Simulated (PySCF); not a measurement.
BH₃, SMILES B (connectivity only; charge and spin as stated), charge +1, multiplicity 2.

Geometry: r2SCAN-D4/def2-TZVPD. The multiplicity is an assumed one; other spin states were not compared. The isomer is the one that the SMILES or the coordinates give; other isomers of the formula were not compared.

The numbers are results of TDA-PBE0/def2-TZVPD in PySCF, not measurements.

Vertical excitations. 

Estimate the UV-visible absorptions. (Estimate from the structure and the level; the computed values follow.)


```tsv
state	energy (eV)	λ (nm)	f	main pairs
root 1	4.36	284	0.000	β HOMO→LUMO 99 %
root 2	4.55	272	0.000	α HOMO→LUMO 100 %
root 3	6.21	200	0.000	α HOMO−1→LUMO 51 %, β HOMO→LUMO+1 47 %
root 4	7.54	164	0.019	α HOMO−1→LUMO 47 %, β HOMO→LUMO+1 51 %
root 5	8.14	152	0.107	α HOMO−1→LUMO+2 5 %, β HOMO−1→LUMO 92 %
root 6	9.89	125	0.014	α HOMO−2→LUMO 26 %, β HOMO−1→LUMO+1 71 %
root 7	9.89	125	0.011	α HOMO→LUMO+1 96 %
root 8	10.38	119	0.143	α HOMO→LUMO+2 92 %
root 9	11.62	107	0.002	α HOMO−1→LUMO+1 51 %, β HOMO→LUMO+2 37 %
root 10	12.05	103	0.009	α HOMO→LUMO+3 42 %, α HOMO−1→LUMO+2 40 %, β HOMO→LUMO+3 12 %
```
Unrestricted roots are not spin-pure.
